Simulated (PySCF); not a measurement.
C₂Cl₂O₂Pt (SMILES [O+]#[C-]->[Pt]([Cl])([Cl])<-[C-]#[O+]), singlet, geometry from GFN2-xTB (such geometries of metal compounds can be far from the true shape) (core potentials on Pt); PBE/def2-SVP in PySCF.

PySCF was given this input:
```python
from pyscf import gto, scf, dft

mol = gto.Mole()
mol.atom = '''
    Pt    0.00000000    0.00000000   -0.00000000
    Cl    2.12263974   -0.92553606    0.00158690
    Cl   -2.12263974    0.92553606   -0.00158690
    O     1.14019065    2.79347552    0.02902722
    C     0.72643614    1.74604345    0.01820497
    O    -1.14019065   -2.79347552   -0.02902722
    C    -0.72643614   -1.74604345   -0.01820497
'''
mol.basis = 'def2-svp'
mol.ecp = {'Pt': 'def2-svp'}
mol.verbose = 4
mol.build()

mf = dft.RKS(mol)
mf.xc = 'pbe'
mf.kernel()
mo_i, mo_e, stable_i, stable_e = mf.stability(internal=True, external=True, return_status=True, nroots=6, tol=1e-6)
print('internally stable:', stable_i, ' externally stable:', stable_e)
if not stable_e:
    umf = mf.to_uhf() if not hasattr(mf, 'xc') else mf.to_uks()
    umf.scf_summary = {}
    umf.kernel(umf.make_rdm1(mo_e, umf.mo_occ))
mf.analyze()
```

Output, abridged:

```
PySCF version 2.14.0

[INPUT] verbose = 4
[INPUT] num. atoms = 7
[INPUT] num. electrons = 80
[INPUT] charge = 0
[INPUT] spin (= nelec alpha-beta = 2S) = 0
[INPUT] symmetry False subgroup None
[INPUT] Mole.unit = angstrom
[INPUT] Symbol           X                Y                Z      unit          X                Y                Z       unit  Magmom
[...]
nuclear repulsion = 497.85135393937
number of shells = 52
number of NR pGTOs = 225
number of NR cGTOs = 124
basis = def2-svp
ecp = {'Pt': 'def2-svp'}

******** <class 'pyscf.dft.rks.RKS'> ********
method = RKS
initial guess = minao
damping factor = 0
level_shift factor = 0
DIIS = <class 'pyscf.scf.diis.CDIIS'>
diis_start_cycle = 1
diis_space = 8
diis_damp = 0
SCF conv_tol = 1e-09
SCF conv_tol_grad = None
SCF max_cycles = 50
direct_scf = True
direct_scf_tol = 1e-13
XC library pyscf.dft.libxc version 7.1.2
    S. Lehtola, C. Steigemann, M. J. T. Oliveira, and M. A. L. Marques,  SoftwareX 7, 1–5 (2018)
XC functionals = pbe
    J. P. Perdew, K. Burke, and M. Ernzerhof,  Phys. Rev. Lett. 77, 3865 (1996)
    J. P. Perdew, K. Burke, and M. Ernzerhof,  Phys. Rev. Lett. 78, 1396 (1997)
    J. P. Perdew, K. Burke, and M. Ernzerhof,  Phys. Rev. Lett. 77, 3865 (1996)
    J. P. Perdew, K. Burke, and M. Ernzerhof,  Phys. Rev. Lett. 78, 1396 (1997)
radial grids:
    Treutler-Ahlrichs [JCP 102, 346 (1995); DOI:10.1063/1.469408] (M4) radial grids

becke partition: Becke, JCP 88, 2547 (1988); DOI:10.1063/1.454033
pruning grids: <function nwchem_prune>
grids dens level: 3
symmetrized grids: False
atomic radii adjust function: <function treutler_atomic_radii_adjust>
small_rho_cutoff = 0
Set gradient conv threshold to 3.16228e-05
Initial guess from minao.
tot grids = 118472
init E= -1254.61352604337
cycle= 1 E= -1264.76227736535  delta_E= -10.1  |g|= 1.62  |ddm|= 9.32
cycle= 2 E= -1251.44222511635  delta_E= 13.3  |g|= 5.67  |ddm|= 6.86
cycle= 3 E= -1265.34924388404  delta_E= -13.9  |g|= 0.739  |ddm|=  5.8
cycle= 4 E= -1265.38563708288  delta_E= -0.0364  |g|= 0.679  |ddm|= 1.15
cycle= 5 E= -1265.43321985112  delta_E= -0.0476  |g|=  0.5  |ddm|= 0.685
cycle= 6 E= -1265.48169301059  delta_E= -0.0485  |g|=  0.1  |ddm|= 0.37
cycle= 7 E= -1265.48427544676  delta_E= -0.00258  |g|= 0.0448  |ddm|= 0.176
cycle= 8 E= -1265.48473445667  delta_E= -0.000459  |g|= 0.01  |ddm|= 0.0403
cycle= 9 E= -1265.48475631815  delta_E= -2.19e-05  |g|= 0.00362  |ddm|= 0.00905
cycle= 10 E= -1265.48475944832  delta_E= -3.13e-06  |g|= 0.000285  |ddm|= 0.00371
cycle= 11 E= -1265.4847594681  delta_E= -1.98e-08  |g|= 1.5e-05  |ddm|= 0.000307
cycle= 12 E= -1265.48475946817  delta_E= -6.64e-11  |g|= 2.24e-06  |ddm|= 2.12e-05
Extra cycle  E= -1265.48475946815  delta_E= 1.59e-11  |g|= 7.65e-06  |ddm|= 8.35e-06
converged SCF energy = -1265.48475946815
rhf_internal: lowest eigs of H = [1.38894107 1.41060058 1.42131438 1.43159773 1.43811447 1.44510934]
<class 'pyscf.dft.rks.RKS'> wavefunction is stable in the internal stability analysis

WARN: QR decomposition removed 1 vectors.

rhf_real2complex: lowest eigs of H = [0.07894231 0.09471503 0.10860801 0.11167043 0.11692193 0.12414076]
<class 'pyscf.dft.rks.RKS'> wavefunction is stable in the real -> complex stability analysis
rhf_external: lowest eigs of H = [0.0753896  0.09004075 0.09240756 0.0942935  0.10727404 0.10791806]
<class 'pyscf.dft.rks.RKS'> wavefunction is stable in the RHF/RKS -> UHF/UKS stability analysis
internally stable: True  externally stable: True
**** SCF Summaries ****
Total Energy =                       -1265.484759468149377
Nuclear Repulsion Energy =             497.851353939370028
One-electron Energy =                -2777.963400440695750
Two-electron Energy =                 1014.627287033176344
Two-electron Coulomb Energy =         1110.094650446744708
DFT Exchange-Correlation Energy =      -95.467363413568421
**** MO energy ****
[...]
Dipole moment(X, Y, Z, Debye): -0.00000,  0.00000,  0.00000
```
